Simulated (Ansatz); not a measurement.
Molecule: H$_{2}$Te, charge 0, multiplicity 1. 
Geometry from a B3LYP-D3(BJ)/def2-TZVP (Ansatz, an electronic-structure program) optimisation:
```xyz
3

Te    -0.0007     0.0433     0.0023
H     -1.1604    -1.1450    -0.0483
H      1.1973    -1.1053    -0.0693
```
Charge 0, spin multiplicity 1.

Parts of the frozen-core correlation energy in def2-SVP (Ansatz, hartree). Frozen orbitals: 9; correlated occupied orbitals by spin: 4 and 4; virtual: 23 and 23. Spin-orbit coupling is left out. Past Kr the def2 sets carry scalar-relativistic core potentials.

```
term                            value
-------------------------  ----------
reference (HF)             -268.14017
MP2 opposite-spin            -0.08988
MP2 same-spin                -0.02076
CCSD correlation             -0.13263
(T)                          -0.00274
CCSDT minus CCSD(T)          -0.00043
CCSDT(Q) minus CCSD(T)       -0.00059
T1 diagnostic                   0.010
largest doubles amplitude       0.066
```
